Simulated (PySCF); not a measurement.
All values below come from PySCF with CAM-B3LYP-D3(BJ)/def2-SVP. Gas-phase values, no solvent. 

Reference species: cyclo[10]carbon `c1c#cc#cc#cc#cc#1` (neutral, multiplicity 1).

- LUMO: -1.15 eV
- dipole moment: 0.00 D
- HOMO–LUMO gap: 7.73 eV

After one change: the LUMO falls by 1.52 eV; the dipole moment is nearly the same; the HOMO–LUMO gap falls by 2.76 eV.

**Question.** What was changed between the two runs? The new species is one of these.
(A) cyclo[14]carbon `c1c#cc#cc#cc#cc#cc#cc#1`
(B) cyclo[18]carbon `c1c#cc#cc#cc#cc#cc#cc#cc#cc#1`
(C) cyclo[20]carbon `C1#CC#CC#CC#CC#CC#CC#CC#CC#CC#C1`
(D) cyclo[12]carbon `C1#CC#CC#CC#CC#CC#C1`

**Answer.** D, cyclo[12]carbon `C1#CC#CC#CC#CC#CC#C1`
